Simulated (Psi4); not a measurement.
A dimer, H2 ··· CHN (SMILES [H][H] and C#N); the first 2 atoms form monomer A.

```
5

H      0.3719     0.0000     0.0000
H     -0.3719     0.0000     0.0000
C      3.4024     1.1143     0.0430
N      2.8809     0.0943     0.0069
H      3.8877     2.0636     0.0766
```

Problem. What interaction energy does SAPT0/jun-cc-pVDZ, frozen core (Psi4) give, and which attractive term is the largest?

Solution. Total -0.09 kJ/mol: electrostatics -4.14, exchange 8.27, induction -1.52, dispersion -2.71. The most attractive term is electrostatics.
